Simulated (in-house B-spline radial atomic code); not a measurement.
Relativistic effects in Ar, [Ne] 3s2 3p6: non-relativistic Hartree-Fock (point nucleus) against Dirac-Hartree-Fock (Fermi nucleus of rms radius 3.4274 fm), both averages of the configuration, computed with an all-electron radial atomic-structure program (B-spline basis).

```
orbital  ε NR (Eh)  ε Dirac (Eh)  <r> NR (bohr)  <r> Dirac (bohr)  change of <r> (%)
  1s1/2    -118.61             ?         0.0861                 ?                  ?
  2s1/2    -12.322       -12.412         0.4123              0.41               -0.6
  2p1/2    -9.5715        -9.632         0.3753            0.3731               -0.6
  2p3/2    -9.5715       -9.5471         0.3753            0.3753                0.0
  3s1/2    -1.2774       -1.2866          1.422             1.416               -0.4
  3p1/2   -0.59102      -0.59539          1.663             1.656               -0.4
  3p3/2   -0.59102             ?          1.663                 ?                  ?
```

(1) What happens to 3p3/2?

(2) What happens to 1s1/2?

(3) What explains the pattern of contraction and expansion?

(4) By how much does the total energy change?

Results:

(1) Its energy goes to -0.58782 hartree and <r> to 1.665 bohr (+0.15 %).

(2) Its energy goes to -119.13 hartree and <r> to 0.08562 bohr (-0.56 %).

(3) Expansion is seen in 3p3/2. The s and p1/2 orbitals contract directly, screen the nucleus better, and so push out orbitals that have little density near the nucleus; spin-orbit coupling adds to this for j = l + 1/2 and opposes it for j = l - 1/2.

(4) By -1.8663 hartree, from -526.818 to -528.684.
